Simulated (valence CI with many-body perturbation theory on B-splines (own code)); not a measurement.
**Sb45+: E2, E3, M1, M2 decay**

Method: configuration interaction combined with many-body perturbation theory (CI+MBPT): four valence electrons over a frozen Dirac-Fock core [He], a basis of 11 s, 11 p, 9 d, 7 f, 5 g, 2 h, 1 i functions for each j, with the one-electron correlation potential Σ1, the two-electron term Σ2, the three-electron term Σ3, Breit, model QED; selected CI, second order for the rest (own B-spline code, finite nucleus).

No measured spectrum was set against this ion. As an estimate, large intervals hold to a few tenths of a per cent, small ones and those within an open d or f shell to about a per cent. Among the levels kept, up to 280 cm⁻¹ of a level comes from second order outside the variational space, and about a tenth of that is noise between levels of different J, which matters for small intervals.

Lines 1 to 38 of 38 in falling wavelength, among levels below 41152 × 10³ cm⁻¹, chosen from the decays that carry over 1 % of a level's rate. Wavelengths and rates use the calculated energies. Electric multipoles are in the length gauge, E1 and E2 with the static RPA response of the core. S is in atomic units (e²a₀⁴ for E2 and M2, e²a₀⁶ for E3), for M1 in squared Bohr magnetons. Weak lines are less certain than strong ones. Lines between different terms over intervals too small for the method are left out, as are lines whose strength nearly cancels. The highest levels of a list are the least certain.

Levels are named by their leading jj configuration (3d3/2^4 stands for four electrons in 3d with j = 3/2), which in mixed levels can hold well under half, so a name can repeat and another be missing. Letters in brackets count levels of one name in rising energy.

```tsv
λ vac (Å)	Upper	Lower	Type	A (s⁻¹)	S (a.u.)
829.4	(2s^2 2p1/2 2p3/2) J=2	(2s^2 2p1/2 2p3/2) J=1	M1	9.18e+03	9.70e-01
48.47	(2s^2 2p1/2 2p3/2) J=1	(2s^2 2p1/2^2) J=0	M1	1.11e+08	1.41e+00
46.39	(2s^2 2p3/2^2) J=2	(2s^2 2p1/2 2p3/2) J=2	M1	9.40e+07	1.74e+00
45.79	(2s^2 2p1/2 2p3/2) J=2	(2s^2 2p1/2^2) J=0	E2	1.20e+05	1.08e-04
43.94	(2s^2 2p3/2^2) J=2	(2s^2 2p1/2 2p3/2) J=1	M1	9.66e+07	1.52e+00
38.78	(2s^2 2p3/2^2) J=0	(2s^2 2p1/2 2p3/2) J=1	M1	2.59e+08	5.59e-01
3.164	(2s^2 2p3/2 3d5/2) J=4	(2s 2p3/2^3) J=2	E2	5.86e+08	1.49e-06
2.986	(2s^2 2p3/2 3d5/2) J=4	(2s 2p1/2 2p3/2^2) J=2 [b]	E2	3.80e+08	7.25e-07
2.945	(2s^2 2p1/2 3p1/2) J=1	(2s^2 2p1/2 2p3/2) J=2	E2	1.46e+11	8.65e-05
2.945	(2s^2 2p3/2 3d5/2) J=4	(2s 2p1/2 2p3/2^2) J=3	E2	1.25e+09	2.22e-06
2.944	(2s 2p1/2^2 3p1/2) J=0	(2s 2p1/2^2 2p3/2) J=2	E2	2.76e+11	5.45e-05
2.939	(2s 2p1/2 2p3/2 3p3/2) J=4	(2s 2p1/2 2p3/2^2) J=2 [b]	E2	6.57e+09	1.16e-05
2.935	(2s^2 2p1/2 3p1/2) J=1	(2s^2 2p1/2 2p3/2) J=1	E2	1.42e+11	8.30e-05
2.931	(2s^2 2p3/2 3p1/2) J=1	(2s^2 2p3/2^2) J=2	E2	1.26e+11	7.30e-05
2.927	(2s^2 2p1/2 3p1/2) J=0	(2s^2 2p1/2 2p3/2) J=2	E2	2.71e+11	5.19e-05
2.900	(2s 2p1/2 2p3/2 3p3/2) J=4	(2s 2p1/2 2p3/2^2) J=3	E2	7.58e+10	1.25e-04
2.897	(2s 2p1/2 2p3/2 3p3/2) J=0 [b]	(2s 2p1/2 2p3/2^2) J=2 [b]	E2	1.35e+11	2.45e-05
2.893	(2s 2p1/2 2p3/2 3p3/2) J=1 [d]	(2s 2p1/2 2p3/2^2) J=2 [b]	E2	8.03e+10	4.36e-05
2.886	(2s 2p1/2 2p3/2 3p3/2) J=1 [d]	(2s 2p1/2 2p3/2^2) J=1 [a]	E2	6.40e+10	3.43e-05
2.884	(2s 2p1/2^2 3p3/2) J=2	(2s 2p1/2^2 2p3/2) J=2	E2	9.70e+10	8.65e-05
2.883	(2s^2 2p1/2 3p3/2) J=2	(2s^2 2p1/2 2p3/2) J=2	E2	9.70e+10	8.63e-05
2.878	(2s 2p1/2 2p3/2 3p3/2) J=4	(2s 2p1/2 2p3/2^2) J=2 [a]	E2	4.60e+09	7.29e-06
2.873	(2s^2 2p1/2 3p3/2) J=2	(2s^2 2p1/2 2p3/2) J=1	E2	4.37e+10	3.82e-05
2.862	(2s^2 2p3/2 3p3/2) J=0	(2s^2 2p3/2^2) J=2	E2	2.59e+11	4.45e-05
2.852	(2s 2p1/2 2p3/2 3d5/2) J=5	(2s 2p1/2 2p3/2^2) J=3	M2	3.68e+09	6.82e-06
2.852	(2s 2p1/2 2p3/2 3d5/2) J=5	(2s 2p1/2 2p3/2^2) J=3	E3	1.59e+08	8.56e-06
2.837	(2s 2p1/2 2p3/2 3p3/2) J=0 [b]	(2s 2p1/2 2p3/2^2) J=2 [a]	E2	4.60e+10	7.54e-06
2.834	(2s^2 2p3/2 3d5/2) J=4	(2s^2 2p3/2^2) J=2	M2	3.46e+09	5.09e-06
2.834	(2s^2 2p3/2 3d5/2) J=4	(2s^2 2p3/2^2) J=2	E3	2.33e+08	9.81e-06
2.764	(2s^2 2p3/2 3d5/2) J=4	(2s 2p1/2^2 2p3/2) J=2	E2	2.10e+09	2.72e-06
2.724	(2s 2p1/2 2p3/2 3p3/2) J=4	(2s 2p1/2^2 2p3/2) J=2	E2	1.55e+11	1.86e-04
2.718	(2s 2p1/2 2p3/2 3p3/2) J=1 [d]	(2s 2p1/2^2 2p3/2) J=1	E2	9.84e+10	3.91e-05
2.713	(2s^2 2p1/2 3p3/2) J=2	(2s^2 2p1/2^2) J=0	E2	1.30e+11	8.52e-05
2.695	(2s^2 2p3/2 3p3/2) J=0	(2s^2 2p1/2 2p3/2) J=2	E2	1.46e+11	1.85e-05
2.682	(2s 2p1/2 2p3/2 3d5/2) J=5	(2s 2p1/2^2 2p3/2) J=2	E3	4.23e+08	1.48e-05
2.671	(2s^2 2p3/2 3d5/2) J=4	(2s^2 2p1/2 2p3/2) J=2	M2	1.26e+09	1.38e-06
2.663	(2s^2 2p3/2 3d5/2) J=4	(2s^2 2p1/2 2p3/2) J=1	E3	2.80e+08	7.61e-06
2.604	(2s 2p1/2 2p3/2 3d3/2) J=4	(2s^2 2p1/2 2p3/2) J=2	E2	2.68e+11	2.58e-04
```
